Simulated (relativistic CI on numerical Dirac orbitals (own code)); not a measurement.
Cr2+ in a cubic cluster: 3s photoemission with charge transfer

Computed with a charge-transfer multiplet model of a cubic metal-ligand cluster with up to 2 ligand holes, Slater and spin-orbit integrals from Dirac-Coulomb-Breit ions, Slater integrals scaled by 0.8. The ground state mixes d4 with configurations of k ligand holes L, whose averages lie at kΔ + k(k − 1)U_dd/2; a core hole lowers each added d electron by U_cd. 300 K, Lorentzian 1.4 eV and Gaussian 0.8 eV FWHM.

Atomic integrals in eV (Slater integrals scaled, ζ unscaled), ground: F2dd 7.675, F4dd 4.768, zeta_d 0.027; with the core hole: F2dd 8.667, F4dd 5.429, zeta_d 0.034, G2cd 8.892.

Cluster parameters (eV): Δ = 3.4, U_cd = 6.8, 10Dq = 0.65, 10Dq(ligand) = 1, V(eg) = 1.6, V(t2g) = -0.75, final-state hopping factor = 1.

Weights, n_d and S are thermal averages at 300 K. Binding energies count from the first peak over 30 % of the highest in each spectrum, which can be another peak from case to case. The parameters are a model scan and need not match a compound or its usual spin state. Peaks in eV (height, largest 100): 0.0 (100), 4.6 (46), 10.1 (93), 17.5 (33).

Which parameters give this spectrum?
A. U_dd = 8.3 eV
B. U_dd = 6.2 eV
C. U_dd = 4.8 eV

A. U_dd = 8.3 eV; the ground state then has 4.39 d electrons and S = 2.00. The choice follows from running the model for each set and comparing peak positions and heights. Without intra-shell correlation the exchange splitting of the 3s hole comes out too large.
